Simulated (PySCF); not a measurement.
Gas-phase reaction: MgCl + Cl → MgCl₂

Method: PySCF energies plus ideal-gas RRHO corrections (1 bar). 'Table' is the NASA 1993 thermochemical table (part measured, part estimated). After a fit of one offset per element over all species, the range-separated, M06-2X, PBE0/def2-QZVP and CCSD(T)/def2-TZVPP enthalpies, where run, lie to one side of the table for MgCl (-24 kJ/mol): a fault of the table's entry, another state or a shared error of the levels is possible; this was not checked at source. † marks an energy on the PBE0/def2-TZVP geometry and frequencies. CCSD(T) freezes the core. Open shells (unrestricted): MgCl (multiplicity 2), Cl (multiplicity 2, electronic degeneracy 6); the rest are closed-shell singlets. Spin-orbit splitting is ignored; it lowers the true energy and changes the entropy of Cl. For Mg the outer core is correlated in a valence basis, which is rough. CCSD(T) isn't extrapolated to the basis-set limit; its ΔH°(298 K) is -435.5 kJ in def2-SVP and -445.5 kJ in def2-TZVPP. The harmonic model lacks anharmonicity and excited electronic states, which grow with temperature; levels with a mode under 35 cm⁻¹ are left out. Soft modes under 120 cm⁻¹ make the harmonic entropy rough for MgCl₂. The table's entry may be an old estimate for MgCl, MgCl₂ (not checked at source).

| level | ΔH°(298 K), kJ | minus table | ΔG°(800 K), kJ |
|---|---|---|---|
| table | -470.2 | - | -373.2 |
| BLYP/def2-TZVP† | -436.3 | 33.9 | -333.2 |
| CCSD(T)/def2-SVP† | -435.5 | 34.7 | -332.4 |
| HF/def2-TZVP† | -350.4 | 119.8 | -247.3 |
| PBE/def2-TZVP† | -449.6 | 20.6 | -346.5 |
| PBE0/def2-SVP† | -452.0 | 18.2 | -348.9 |
| LDA/def2-TZVP† | -492.8 | -22.6 | -389.7 |
